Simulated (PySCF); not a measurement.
tert-butyl ethyl sulfide, C₆H₁₄S.
SMILES with atom numbers: `[CH3:1][CH2:2][S:3][C:4]([CH3:5])([CH3:6])[CH3:7]` (hydrogens: H8, H9, H10 on C1; H11, H12 on C2; H13, H14, H15 on C5; H16, H17, H18 on C6; H19, H20, H21 on C7)

Structure used (PBE0-D3(BJ)/def2-SVP), in Å, numbered top down from 1:
```
atom  x, y, z in Å
C1     3.1706   -0.3263    0.5004
C2     1.7686   -0.5415   -0.0429
S3     0.6626    0.7106    0.6653
C4    -0.9778    0.3166   -0.0840
C5    -1.9125    1.3689    0.5095
C6    -0.9249    0.4564   -1.6017
C7    -1.4342   -1.0808    0.3218
H8     3.1887   -0.4139    1.5974
H9     3.8634   -1.0746    0.0866
H10    3.5494    0.6727    0.2363
H11    1.7687   -0.4599   -1.1414
H12    1.4082   -1.5485    0.2200
H13   -1.5851    2.3854    0.2433
H14   -1.9471    1.2946    1.6071
H15   -2.9338    1.2238    0.1225
H16   -0.2619   -0.2938   -2.0582
H17   -1.9303    0.3095   -2.0308
H18   -0.5657    1.4547   -1.8915
H19   -2.4533   -1.2707   -0.0550
H20   -0.7807   -1.8614   -0.0958
H21   -1.4425   -1.1885    1.4162
```

Computed, not measured: PySCF 2.14.0, PBE0-D3(BJ)/def2-SVP geometry optimisation, gas phase.

Masses are those of the commonest isotopes; rigid-rotor values at the optimised geometry. The values belong to one conformer with, in the numbering `[CH3:1][CH2:2][S:3][C:4]([CH3:5])([CH3:6])[CH3:7]`, C1–C2–S3–C4 180°.

Question: What are A, B and C (GHz)?

Answer: Ia = 137.40, Ib = 402.18, Ic = 421.92 u·Å²; 505379 MHz·u·Å²/I gives 3678, 1257 and 1198 MHz, that is A = 3.6783, B = 1.2566, C = 1.1978 GHz.

Question: What kind of rotor is it?

Answer: A near-prolate asymmetric top; Ray's κ = -0.953.

Question: Is it planar, by Δ = Ic − Ia − Ib?

Answer: Not planar: Δ = Ic − Ia − Ib = -117.65 u·Å². For a rigid frame Δ = −2 Σ m c², so Σ m c² = 58.83 u·Å² lies off the ab plane: 20.89 from hydrogen and 37.93 from heavier atoms. The atom farthest from that plane is 2.16 Å away.

Question: Where do the levels up to J = 3 lie, in K?

Answer: Above 0(0,0), as E/k:
J = 1: 1(0,1) 0.118, 1(1,1) 0.234, 1(1,0) 0.237
J = 2: 2(0,2) 0.353, 2(1,2) 0.467, 2(1,1) 0.475, 2(2,1) 0.824, 2(2,0) 0.824
J = 3: 3(0,3) 0.707, 3(1,3) 0.816, 3(1,2) 0.833, 3(2,2) 1.177, 3(2,1) 1.178, 3(3,1) 1.765, 3(3,0) 1.765
The levels of one J sum to (2J + 1)J(J + 1)(A + B + C)/3.

Question: Predict some low-J microwave lines.

Answer: The dipole components are |μa| = 0.33 D, |μb| = 1.48 D, |μc| = 0.00 D; the mirror of this Cs structure is the ab plane, so μc vanishes by symmetry and there are no c-type lines. Intensities carry the squares of the components, which stand as 0.05 : 1.00 (a : b). Some lines, for components of 0.1 D or more:

| type | branch | J(Ka,Kc) | MHz | lower level (cm⁻¹) |
| --- | --- | --- | --- | --- |
| a | R | 1(0,1) ← 0(0,0) | 2454 | 0.000 |
| b | Q | 1(1,0) ← 1(0,1) | 2480 | 0.082 |
| b | R | 2(0,2) ← 1(1,1) | 2486 | 0.163 |
| b | Q | 2(1,1) ← 2(0,2) | 2540 | 0.246 |
| b | R | 1(1,1) ← 0(0,0) | 4876 | 0.000 |
| a | R | 2(0,2) ← 1(0,1) | 4908 | 0.082 |
| a | R | 2(1,1) ← 1(1,0) | 4968 | 0.165 |
| b | Q | 2(2,0) ← 2(1,1) | 7266 | 0.330 |
| b | R | 2(1,2) ← 1(0,1) | 7272 | 0.082 |
| b | Q | 2(2,1) ← 2(1,2) | 7441 | 0.324 |
| b | R | 2(2,1) ← 1(1,0) | 12233 | 0.165 |
| b | R | 2(2,0) ← 1(1,1) | 12292 | 0.163 |

Question: Estimate the classical rotational partition function at 100 K, 298.15 K and 500 K.

Answer: Point group Cs, symmetry number σ = 1; q = (√π/σ)·√((kT/h)³/(ABC)), k/h = 20836.6 MHz/K: 71600 at 100 K, 369000 at 298.15 K, 801000 at 500 K.

PBE0-D3(BJ)/def2-SVP frequencies: not computed here. No vibrational averaging or centrifugal distortion is included, and the geometry carries the error of its method. A rigid rotor knows nothing of internal rotation, which can split or shift real lines.
